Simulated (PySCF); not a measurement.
# `C1[C@H](C)[C@H](C=O)[C@H]1[SiH3]`, C6H12OSi

Molfile (atoms numbered from 1):
```
C6H12OSi
     RDKit          3D

 20 20  0  0  0  0  0  0  0  0999 V2000
    2.2887    0.4277   -0.4459 C   0  0  0  0  0  0  0  0  0  0  0  0
    0.8987   -0.1263   -0.7086 C   0  0  1  0  0  0  0  0  0  0  0  0
    0.4282   -1.2231    0.2602 C   0  0  0  0  0  0  0  0  0  0  0  0
   -0.8186   -0.3899    0.6173 C   0  0  2  0  0  0  0  0  0  0  0  0
   -2.4981   -1.1343    0.1475 Si  0  0  0  0  0  4  0  0  0  0  0  0
   -0.3074    0.7535   -0.2779 C   0  0  1  0  0  0  0  0  0  0  0  0
    0.0496    2.0182    0.4352 C   0  0  0  0  0  0  0  0  0  0  0  0
   -0.1348    2.2432    1.5991 O   0  0  0  0  0  0  0  0  0  0  0  0
    2.5163    1.2532   -1.1173 H   0  0  0  0  0  0  0  0  0  0  0  0
    2.3735    0.7791    0.5805 H   0  0  0  0  0  0  0  0  0  0  0  0
    3.0297   -0.3539   -0.6042 H   0  0  0  0  0  0  0  0  0  0  0  0
    0.8208   -0.4298   -1.7550 H   0  0  0  0  0  0  0  0  0  0  0  0
    0.2278   -2.1852   -0.2089 H   0  0  0  0  0  0  0  0  0  0  0  0
    1.1080   -1.3782    1.0965 H   0  0  0  0  0  0  0  0  0  0  0  0
   -0.8193   -0.0784    1.6642 H   0  0  0  0  0  0  0  0  0  0  0  0
   -2.4934   -1.4263   -1.2903 H   0  0  0  0  0  0  0  0  0  0  0  0
   -2.6831   -2.3768    0.8974 H   0  0  0  0  0  0  0  0  0  0  0  0
   -3.5564   -0.1709    0.4483 H   0  0  0  0  0  0  0  0  0  0  0  0
   -0.9520    1.0293   -1.1172 H   0  0  0  0  0  0  0  0  0  0  0  0
    0.5167    2.7797   -0.2238 H   0  0  0  0  0  0  0  0  0  0  0  0
  1  2  1  0
  2  3  1  0
  3  4  1  0
  4  5  1  0
  4  6  1  0
  6  7  1  0
  7  8  2  0
  6  2  1  0
  1  9  1  0
  1 10  1  0
  1 11  1  0
  2 12  1  6
  3 13  1  0
  3 14  1  0
  4 15  1  1
  5 16  1  0
  5 17  1  0
  5 18  1  0
  6 19  1  6
  7 20  1  0
M  END
```

The calculation used PySCF 2.14.0, TDDFT BHandHLYP/def2-SVPD circular dichroism and optical rotation, one conformer, gas phase. Geometry: GFN2-xTB.

The molecule is flexible and this is one conformer; a measurement averages over conformers.

Q: Draw the ECD and absorption spectra from the lowest 8 states, each a Gaussian of half-width 0.35 eV at 1/e height.

A: 
```tsv
E (eV)	λ (nm)	Δε (L mol⁻¹ cm⁻¹)	ε (L mol⁻¹ cm⁻¹)
4.01	309	-0.22	0.661
4.11	301	-0.46	1.38
4.21	294	-0.82	2.44
4.31	287	-1.23	3.67
4.41	281	-1.58	4.69
4.51	275	-1.71	5.09
4.61	269	-1.58	4.69
4.71	263	-1.23	3.67
4.81	258	-0.82	2.44
4.91	252	-0.46	1.38
5.01	247	-0.22	0.661
5.11	242	-0.09	0.269
5.21	238	-0.03	0.0932
5.31	233	-0.01	0
5.41	229	0.00	0
5.51	225	0.00	0
5.61	221	0.00	0
5.71	217	0.00	0
5.81	213	0.00	0
5.91	210	0.00	0
6.01	206	0.00	0
6.11	203	0.00	0
6.21	200	0.00	0.155
6.31	196	+0.01	0.757
6.41	193	+0.03	3.14
6.51	190	+0.11	11.1
6.61	187	+0.33	33.3
6.71	185	+0.83	85
6.81	182	+1.81	185
6.91	179	+3.37	344
7.01	177	+5.39	552
7.11	174	+7.47	775
7.21	172	+9.09	980
7.31	170	+9.84	1170
7.41	167	+9.62	1390
7.51	165	+8.64	1730
7.61	163	+7.55	2260
7.71	161	+7.61	2970
7.81	159	+10.25	3780
7.91	157	+15.95	4540
8.01	155	+23.23	5020
8.11	153	+29.01	5070
8.21	151	+30.50	4600
```
Δε uses R in velocity form, ε uses f in length form. Only the states computed contribute, so the short-wavelength end is incomplete.
